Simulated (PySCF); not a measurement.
Compound: C6H7N3.
Cartesian coordinates in Å at the GFN2-xTB level; atoms count from 1:
```
atom  x, y, z in Å
C1     2.8518   -0.4180    0.5455
N2     2.6572   -0.2855   -0.7658
C3     1.4113   -0.0884   -1.1363
C4     0.3787   -0.0270   -0.1832
C5    -1.0243    0.1849   -0.5459
C6    -1.9056    0.9688    0.3982
C7    -2.0900   -0.5000    0.2783
N8     0.6804   -0.1709    1.1053
N9     1.9143   -0.3666    1.4663
H10    3.8655   -0.5802    0.8830
H11    1.2240    0.0235   -2.1971
H12   -1.1990    0.2950   -1.6091
H13   -2.6402    1.6287   -0.0372
H14   -1.4341    1.3427    1.2934
H15   -1.7427   -1.1151    1.0937
H16   -2.9550   -0.8829   -0.2413
```

The calculation used TDDFT CAM-B3LYP/def2-SVPD, vertical, gas phase, core orbitals frozen in the response in PySCF 2.14.0, density-fitted response routines.

Ground-to-excited transition dipoles (e·a0, same axes as the geometry; the sign carries no meaning), for the states with f of 0.002 or more among the lowest 7:

```csv
state,E (eV),μx,μy,μz
S1,3.195,0.033,0.242,0.019
S3,5.172,-0.449,0.109,-0.621
S6,6.226,-1.397,0.167,0.200
S7,6.467,0.027,0.160,0.013
```

Task: Work out the oscillator strengths.

Result: f = (2/3) ΔE |μ|² with ΔE in hartree (27.2114 eV).

```
state  |μ|² (au)  |μ| (D)      f
   S1      0.060     0.62  0.005
   S3      0.599     1.97  0.076
   S6      2.019     3.61  0.308
   S7      0.027     0.41  0.004
```

Task: Label these states by symmetry in Cs.

Result: Polarised normal to the mirror plane, so A″: S1 and S7. Polarised in the mirror plane, so A′: S3 and S6.

Task: What angle do the transition dipoles of S3 and S6 make?

Result: |cos θ| = |μa·μb| / (|μa| |μb|) = 0.47, so θ ≈ 62° (taken between 0 and 90°, since the signs are arbitrary).

Task: How is the summed strength of these states shared among x, y and z?

Result: (2/3) Σ ΔE μα² gives 0.323 for x, 0.014 for y and 0.055 for z, 0.393 in all.

Task: What peak molar absorption coefficient would the strongest computed level give as a lone Gaussian band 0.4 eV wide at half height?

Result: ε(max) = 2.175×10⁸ f / FWHM, with the width in cm⁻¹. S6: 2.175×10⁸ × 0.3080 / 3226 ≈ 21000 L mol⁻¹ cm⁻¹.

One conformer stands for the species.
